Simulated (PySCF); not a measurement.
Molecule: `CN(C)C(=O)N(C)C`, C5H12N2O.

Geometry:
| atom | x (Å) | y (Å) | z (Å) |
| --- | --- | --- | --- |
| C1 | 2.239 | -0.853 | -0.737 |
| N2 | 1.031 | -0.214 | -0.279 |
| C3 | 1.225 | 0.870 | 0.654 |
| C4 | -0.125 | -0.977 | -0.298 |
| O5 | -0.108 | -2.179 | -0.493 |
| N6 | -1.301 | -0.278 | -0.084 |
| C7 | -2.491 | -1.059 | 0.142 |
| C8 | -1.523 | 1.047 | -0.609 |
| H9 | 2.802 | -1.321 | 0.094 |
| H10 | 2.895 | -0.111 | -1.222 |
| H11 | 1.984 | -1.642 | -1.454 |
| H12 | 1.991 | 0.597 | 1.404 |
| H13 | 1.562 | 1.796 | 0.154 |
| H14 | 0.295 | 1.083 | 1.194 |
| H15 | -3.159 | -0.530 | 0.841 |
| H16 | -3.050 | -1.246 | -0.794 |
| H17 | -2.213 | -2.031 | 0.565 |
| H18 | -2.287 | 1.018 | -1.408 |
| H19 | -1.878 | 1.750 | 0.166 |
| H20 | -0.601 | 1.446 | -1.048 |

Geometry PBE0-D3(BJ)/def2-SVP throughout; GIAO in PySCF 2.14.0 with density-fitted response routines, gas phase, one conformer, non-relativistic; equivalent atoms averaged; basis pcSseg-1.

Problem. How do the absolute shieldings σ depend on the functional? (ppm; last column core-seconds on shared hosts with different chips, so compare them loosely; the GGAs took longer than the global hybrids here, which isn't the general rule, and the cause wasn't traced)

Solution. 
| functional | kind | C4 | C1/C3/C7/C8 | N2/N6 | O5 | H9/H10/H11/H12/H13/H14/H15/H16/H17/H18/H19/H20 | core-s |
| --- | --- | --- | --- | --- | --- | --- | --- |
| LDA | LDA | 13.6 | 140.8 | 174.4 | -29.6 | 28.11 | 36 |
| OPBE | GGA | 30.6 | 147.1 | 180.0 | -9.8 | 28.57 | 47 |
| KT2 | GGA | 26.6 | 144.0 | 179.2 | -5.3 | 28.47 | 44 |
| B97-D | GGA | 20.2 | 139.8 | 173.0 | -13.3 | 28.70 | 45 |
| PBE0 | global hybrid | 17.5 | 145.9 | 182.0 | -22.9 | 28.62 | 23 |
| WP04 | global hybrid | 4.2 | 132.6 | 161.3 | -29.6 | 28.98 | 28 |
| BHandHLYP | global hybrid | 11.6 | 146.3 | 185.2 | -24.2 | 28.82 | 26 |
| CAM-B3LYP | range-separated hybrid | 10.1 | 144.0 | 181.7 | -25.9 | 28.68 | 37 |
| wB97X-D | range-separated hybrid | 15.5 | 145.8 | 184.0 | -19.3 | 28.75 | 26 |
| LC-wPBE | range-separated hybrid | 15.0 | 151.0 | 191.3 | -16.4 | 28.75 | 54 |

Problem. Which nucleus moves most, in ppm?

Solution. N2/N6 (amide-type nitrogen): from 161.3 ppm with WP04 to 191.3 ppm with LC-wPBE. The smallest spread is 0.88 ppm, at H9/H10/H11/H12/H13/H14/H15/H16/H17/H18/H19/H20. Proton shifts span only some 12 ppm, so a few tenths of a ppm matter as much there as several ppm in carbon.
